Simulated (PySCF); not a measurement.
Isomers of C4H11As, one conformer each; single-point electronic energies without zero-point terms and without any empirical dispersion term.

Computed with PySCF at CAM-B3LYP/def2-SVPD, non-relativistic, each on one gas-phase PBE0-D3(BJ)/def2-SVP geometry that isn't relaxed in the solvent. The solvent is an IEF-PCM continuum (van der Waals radii × 1.2). The model holds no explicit solvent molecules, cavitation or dispersion. Spin–orbit coupling is left out although an atom past zinc is present.

```tsv
isomer	relative energy, gas (kcal/mol)	dipole (D)
`C[AsH]C(C)C`	0.0	1.14
`CC(C)C[AsH2]`	0.8	1.03
`CC[C@H](C)[AsH2]`	1.7	1.13
```

Question: How do the relative energies look in chloroform (ε = 4.711)?

Answer: 
```
            isomer  relative energy, solvent (kcal/mol)  E(solvent) − E(gas) (kcal/mol)  dipole in solvent (D)
     `C[AsH]C(C)C`                                  0.0                            -1.2                   1.49
    `CC(C)C[AsH2]`                                  1.1                            -0.9                   1.30
`CC[C@H](C)[AsH2]`                                  2.0                            -1.0                   1.41
```

The order is unchanged. Conformers: `[CH3:1][AsH:2][CH:3]([CH3:4])[CH3:5]` with C1–As2–C3–C4 74°; `[CH3:1][CH:2]([CH3:3])[CH2:4][AsH2:5]` with C1–C2–C4–As5 176°, C2–C4–As5–H -162° and -70°; `[CH3:1][CH2:2][C@H:3]([CH3:4])[AsH2:5]` with C1–C2–C3–C4 -63°, C2–C3–As5–H -45° and 47°. `C[AsH]C(C)C` gains most from the continuum, and it has the largest gas-phase dipole. The gains span 0.3 kcal/mol, the gas-phase energies 1.7 kcal/mol.
